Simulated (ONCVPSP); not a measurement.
## Before and after: ONCV potential for rhodium (Rh)

rhodium (Rh), optimised norm-conserving Vanderbilt (ONCV), made with ONCVPSP 4.0.1 (LDA (Perdew-Zunger), non-relativistic). Core [Kr], reference 4d7 (charge +2). Waves: s scattering state at 0.17 Ha: rc 1.85 bohr, ncon 4, nbas 9, qcut 3.4 1/bohr, 1 projector; p scattering state at 0.1 Ha: rc 1.95 bohr, ncon 3, nbas 7, qcut 4.2 1/bohr, 2 projectors, debl 2.1 Ha; 4d: rc 1.90 bohr, ncon 4, nbas 9, qcut 8.1 1/bohr, 2 projectors, debl 0.6 Ha. Local part: polynomial inside 1.40 bohr (lpopt 5, dvloc0 3 Ha). Core correction: Teter function, fcfact 3.25, rcfact 1.6.

In the s channel the program set the typed energies aside and used 0.050 Ha. In the p channel the program set the typed energies aside and used 0.050, 2.150 Ha. In the d channel the program set the typed energies aside and used -0.967, 0.250 Ha.

All-electron outer shells of the reference configuration (LDA (Perdew-Zunger), non-relativistic, ld1.x):

| shell | level (eV) | outermost node (bohr) | outermost maximum (bohr) |
| --- | --- | --- | --- |
| 4d | -26.33 | 0.46 | 1.13 |

Change: core correction Teter function, fcfact 6.8, rcfact 1.6.

Cutoffs: the cutoffs (Ha) at which the residual kinetic energy of the hardest occupied pseudo-wave falls to 1 and 0.1 mHa per electron; they do not see the model core or the augmentation charge, which bear on the density cutoff. Errors are all-electron minus pseudo energies relative to the spin-unpolarised reference configuration.

Question: How do hardness, ghosts and transferability respond?

Answer: The potential gets neither clearly harder nor softer (23 Ha and 27 Ha → 23 Ha and 27 Ha); both files keep a bound ghost (p); of the 4 tests that both files solve, the error grows in 2 and shrinks in 2 by more than 15 % and 0.3 meV (median size 118.9 → 131.3 meV). A model core, the more so a compact one, raises the density cutoff, which this test does not measure.

| quantity | base | changed |
| --- | --- | --- |
| cutoff, loose | 23 Ha | 23 Ha |
| cutoff, tight | 27 Ha | 27 Ha |
| bound ghosts | p | p |
| GHOST(+) flags under 300 eV | none | none |
| error for 4d8 5s1, meV [ΔE -27.31 eV] | +47 | -34 |
| error for 4d8, meV [ΔE -20.04 eV] | -87 | -122 |
| error for 4d6, meV [ΔE 33.14 eV] | -150 | -198 |
| error for 4d7 5s2, meV [ΔE -24.07 eV] | +222 | +141 |
| s: phases at 1.87 bohr within 0.05 rad from the reference energy up to (Ha; the scan ends near 5) | 1.4 | 1.4 |
| p: phases at 1.98 bohr within 0.05 rad from the reference energy up to (Ha; the scan ends near 5) | 4.5 | 4.5 |
| d: phases at 1.93 bohr within 0.05 rad from the reference energy up to (Ha; the scan ends near 5) | to the end of the scan | to the end of the scan |
| rms error of d²Exc/dni dnj with the model core, mHa | 3.22 | 2.49 |

 A true bound ghost makes a file unfit for plane-wave use even where its test errors are small: the radial tests pick states by their node count and pass the ghost by.
